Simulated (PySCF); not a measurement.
Atoms are numbered as in `[CH3:1]/[CH:2]=[N:3]\[N:4]=[C:5](/[CH3:6])[C:7]([F:8])([F:9])[F:10]`; H(Xn) means a hydrogen on atom n.

[PySCF: GFN2-xTB structure; shielding tensors at PBE0/pcSseg-1 (GIAO); relativity neglected; single conformer; no solvent model; averaged over atoms made equivalent by symmetry, fast rotation or ring inversion]

Referencing at the same level of theory: 13C and 1H vs TMS; 15N vs NH3; 19F against CFCl3.

```
    atoms  nucleus  count  δ (ppm)
    H(C6)       1H      3     1.93
       N4      15N      1        ?
F8/F9/F10      19F      3        ?
       C7      13C      1    130.4
       N3      15N      1        ?
       C6      13C      1     11.4
    H(C2)       1H      1     6.38
    H(C1)       1H      3     1.74
       C2      13C      1    125.7
       C5      13C      1    124.0
       C1      13C      1     16.4
```

Question: Estimate the values marked ?.

Answer: 
- N4: 386.3 ppm, imine nitrogen
- N3: 376.8 ppm, imine nitrogen
- F8/F9/F10: -87.2 ppm, fluorine of a CF3 group

Shifts are as computed. Against solution values, carbons near 30 ppm lie about +3 ppm off and those near 130 ppm about +5 ppm. Of 1211 compounds with measured shifts, 218 miss one by over three times the rms of a fit or turn the order of signals round; such compounds aren't used in these exercises. Unscaled 19F shifts against computed CFCl3 carry errors that often reach 10 to 50 ppm. Experimental scales use liquid or dissolved standards, which lie at an offset from isolated NH3 (liquid NH3: subtract about 20 ppm). Unscaled 15N shifts of sp2 nitrogen come out 20 to 40 ppm too high even then.
